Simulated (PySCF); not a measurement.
MgI: a base run and its variants

Base input, run as `OMP_NUM_THREADS=1 python input.py` with PySCF 2.14:

```python
from pyscf import gto, dft

mol = gto.M(
    atom='Mg 0 0 0; I 0 0 2.478',
    basis='lanl2dz',
    ecp={'Mg': 'lanl2dz', 'I': 'lanl2dz'},
    charge=0,
    spin=1,
    verbose=4,
)
mf = dft.UKS(mol, xc='lda,vwn')
mf.kernel()
mf.dip_moment()
print('orbital energies (hartree):', [e[max(0, n-3):n+3].round(4) for e, n in zip(mf.mo_energy, mol.nelec)])
```

Base result: E(SCF) = -12.202856 Eh, 8 cycles, ⟨S²⟩ = 0.752, μz(SCF) = -3.02 D. The bond length is a typed value, not an optimised one. No search for the lowest solution was made.

Hardware: Intel Xeon Platinum 8175M @ 2.50GHz, 1 thread, shared host. Wall time 1.7 s, peak memory 0.12 GiB.

Each row names what differs from the base; energies in brackets are changes from the base.

| change | result | wall time (s) |
| --- | --- | --- |
| electric field along z (a.u.): none → 0.005 | E(SCF) = -12.198043 Eh (+0.1310 eV), 9 cycles, ⟨S²⟩ = 0.752, μz(SCF) = -1.87 D | 1.7 |
| cycle limit: 50 → 3 [unsound on purpose] | not converged: SCF after 3 cycles | 1.4 |
| functional: lda,vwn → pbe | E(SCF) = -12.254920 Eh, 8 cycles, ⟨S²⟩ = 0.753, μz(SCF) = -2.99 D | 1.9 |
| SCF type: UKS → RKS [runs as restricted open-shell] | E(SCF) = -12.202702 Eh (+0.0042 eV), 8 cycles, μz(SCF) = -3.03 D | 2.1 |
| electric field along z (a.u.): none → -0.01 | E(SCF) = -12.219106 Eh (-0.4422 eV), 8 cycles, ⟨S²⟩ = 0.751, μz(SCF) = -5.22 D | 1.6 |
| functional: lda,vwn → hse06 | E(SCF) = -12.252447 Eh, 8 cycles, ⟨S²⟩ = 0.752, μz(SCF) = -3.26 D | 4.2 |
| geometry: bond 2.478 → bond 2.552 | E(SCF) = -12.206309 Eh (-0.0940 eV), 8 cycles, ⟨S²⟩ = 0.752, μz(SCF) = -3.32 D | 1.9 |
| electric field along z (a.u.): none → 0.05 [may be another electronic state] | not converged: SCF after 50 cycles | 5.1 |
| geometry: bond 2.478 → bond 7.434 | not converged: SCF after 50 cycles | 5.1 |
| functional: lda,vwn → slater, [unsound on purpose] | E(SCF) = -11.815515 Eh, 9 cycles, ⟨S²⟩ = 0.759, μz(SCF) = -2.74 D | 1.7 |
| spin (2S): 1 → 5 [a high spin state] | E(SCF) = -11.704675 Eh (+13.5562 eV), 8 cycles, ⟨S²⟩ = 8.750, μz(SCF) = 12.35 D | 2 |
| step after the SCF: none → mp2; SCF type: UKS → UHF; functional: lda,vwn → none (Hartree–Fock); frozen orbitals: default → 0 | E(SCF) = -11.996862 Eh, 10 cycles, E(MP2) − E(SCF) = -0.02330 Eh, ⟨S²⟩ = 0.752, μz(SCF) = -3.66 D | 1.2 |
| functional: lda,vwn → pbesol | E(SCF) = -12.214540 Eh, 8 cycles, ⟨S²⟩ = 0.753, μz(SCF) = -3.00 D | 1.9 |
| Cartesian functions: off → on | E(SCF) = -12.202856 Eh (+0.0000 eV), 8 cycles, ⟨S²⟩ = 0.752, μz(SCF) = -3.02 D | 1.6 |
| basis set: lanl2dz → crenbl [with its own core potential] | E(SCF) = -174.408557 Eh, 10 cycles, ⟨S²⟩ = 0.750, μz(SCF) = -5.68 D | 3.2 |
| geometry: bond 2.478 → bond 2.404 | E(SCF) = -12.197093 Eh (+0.1568 eV), 8 cycles, ⟨S²⟩ = 0.752, μz(SCF) = -2.72 D | 1.5 |
| smearing width (hartree): none → 0.01 [smearing does not keep the typed spin] | E(SCF) = -12.192160 Eh (+0.2911 eV), 10 cycles, μz(SCF) = -2.98 D | 1.8 |
| geometry: bond 2.478 → bond 2.181 | E(SCF) = -12.158844 Eh (+1.1976 eV), 8 cycles, ⟨S²⟩ = 0.752, μz(SCF) = -1.85 D | 1.6 |
| geometry: bond 2.478 → bond 0.3 [unsound on purpose] | E(SCF) = 7.168124 Eh, 7 cycles, ⟨S²⟩ = 0.750, μz(SCF) = -1.34 D | 1.6 |
| functional: lda,vwn → pw6b95 | not converged: SCF after 50 cycles | 11 |
| basis set: lanl2dz → def2-svpd [with its own core potential] | E(SCF) = -496.393798 Eh, 12 cycles, ⟨S²⟩ = 0.751, μz(SCF) = -2.72 D | 4 |

**Question.** Order these changes by how far they move the SCF energy from the base, largest first: (1) electric field along z (a.u.): none → -0.01; (2) electric field along z (a.u.): none → 0.005; (3) geometry: bond 2.478 → bond 2.181; (4) geometry: bond 2.478 → bond 2.404.

**Answer.** (3) +1.1976 eV, (1) -0.4422 eV, (4) +0.1568 eV, (2) +0.1310 eV.
